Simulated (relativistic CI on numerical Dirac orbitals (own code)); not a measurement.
# Hyperfine structure of Si V, mass number 29

Method of calculation: Dirac-Coulomb-Breit CI, separate exchange-only KLI orbitals for each configuration, model QED (radiative potential, 1s self-energy scaled to tabulated hydrogen-like ionisation energies), valence Slater integrals scaled by 0.85, P86 correlation energy added to each configuration (own radial code, finite nucleus).

Configurations in the expansion (outside the closed core 1s2): 2s2 2p6, 2s2 2p5 3s, 2s2 2p5 3p, 2s2 2p5 3d, 2s2 2p5 4s, 2s2 2p5 4p, 2s2 2p5 4d, 2s2 2p5 4f, 2s 2p6 3s, 2s2 2p4 3s2, 2s 2p6 3p, 2s2 2p4 3s 3p, 2s 2p6 3d, 2s2 2p4 3p2, 2s2 2p4 3s 3d, 2s2 2p4 3p 3d. Levels of other configurations are missing.

Nuclear spin I = 1/2, μ = -0.55505 μN (tables of Stone and Pyykkö). The electronic factors are computed for point nuclear moments, without core polarisation; leaving it out makes A of s and p electrons in near-neutral atoms 20 to 40 % too small, and it can dominate for d and f shells.

```csv
Level,E (cm⁻¹),A (MHz)
2s2 2p5 3s 3P°_2,837193,-4147
2s2 2p5 3s 3P°_1,839672,-4293
2s2 2p5 3s 1P°_1,846997,-8808
2s2 2p5 3p 3D_3,917595,-1652
2s2 2p5 3p 3D_2,918507,-2820
2s2 2p5 3p 3D_1,920389,-5332
2s2 2p5 3p 3P_2,923063,-1932
2s2 2p5 3p 1P_1,924927,-4681
```

Levels with J = 0, under 50 % of one LS term, or S terms without an open s electron are left out. Small factors come from cancelling terms and can be off by tens of per cent or more.

At this charge configurations can still be misplaced by up to about 7 % of their energy. 27 of the 41 excited levels that our extract of the measured tables holds in this range could be paired (the sources list more); they are missed by 1146 cm⁻¹ on average and 2196 at most, and levels without a partner can miss by more.

(1) Give the hyperfine levels of 2s2 2p5 3s 3P°_2 relative to its centre of gravity.

Answers

(1) With K = F(F + 1) − I(I + 1) − J(J + 1), E = AK/2: F = 3/2: 6221, F = 5/2: -4147 MHz.

LS names give the leading component of a level, which can be under half, so a name can repeat, a term be missing and a line seem to break the LS rules.
